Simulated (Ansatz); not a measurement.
**Counterpoise correction, worked out**

The pair of HBr (SMILES Br, atoms 1–2) and H₂Te (SMILES [TeH2], atoms 3–5), both closed shells, in one local arrangement (a lower one may exist), relaxed at PBE0-D4/def2-TZVP:

Br1  (-0.096, 0.301, -2.763)
H2  (0.083, -0.090, -1.383)
Te3  (0.367, -0.731, 1.189)
H4  (-1.210, -0.298, 1.453)
H5  (0.857, 0.819, 1.505)
(Å)

Ansatz 0.2.0; basis: def2-TZVPPD; cores frozen in the correlated methods. Filled d shells of the heavier atoms are correlated. Core potentials replace the inner electrons of the atoms past krypton. The def2 sets are not built for correlating such inner shells, so the correlated values are less sure here.

CCSD(T) total energies in eV:

| system | geometry | basis functions | energy |
| --- | --- | --- | --- |
| pair | pair | all | -77333.34042 |
| HBr | as in the pair | all (partner as ghosts) | -70023.35971 |
| H₂Te | as in the pair | all (partner as ghosts) | -7309.89366 |
| HBr | as in the pair | its own | -70023.34346 |
| H₂Te | as in the pair | its own | -7309.86395 |
| HBr | free (PBE0-D4 minimum) | its own | -70023.35389 |
| H₂Te | free (PBE0-D4 minimum) | its own | -7309.86392 |

**Question.** Work out the interaction energy with and without the counterpoise correction, the superposition error, and the binding energy from the relaxed fragments.

**Answer.** Without correction: -77333.34042 − (-70023.34346) − (-7309.86395) = -0.13301 eV.
With correction (each fragment in the whole basis): -77333.34042 − (-70023.35971) − (-7309.89366) = -0.08705 eV = -2.01 kcal/mol.
The superposition error is the difference, 0.04596 eV, 35 % of the uncorrected value: each fragment borrows its partner's functions.
Deformation from the free shapes: 0.01043 eV for HBr and -0.00003 eV for H₂Te (a small negative value is possible, since the free shapes are minima of another method).
Binding energy from relaxed fragments: -0.08705 + 0.01043 + (-0.00003) = -0.07665 eV = -1.77 kcal/mol (electronic, without zero-point energy; negative means bound). For comparison, the corrected interaction energy by CCSD(T) at an estimated basis limit (MP2 extrapolated from triple and quadruple zeta, plus CCSD(T) − MP2 in triple zeta) is -0.122 eV; triple zeta with the correction binds less.

T1 diagnostic: at most 0.011.

For scale, one of the runs: CCSD(T)/def2-TZVPPD, 167 basis functions, launched by `ansatz run in.yaml --threads 4 --pin off --events-out ev --progress --plain --max-ram 9574MiB`. Hardware: 4 CPU threads of an Arm Neoverse V1, shared host. Wall time 43 s; peak host memory 1.5 GiB.
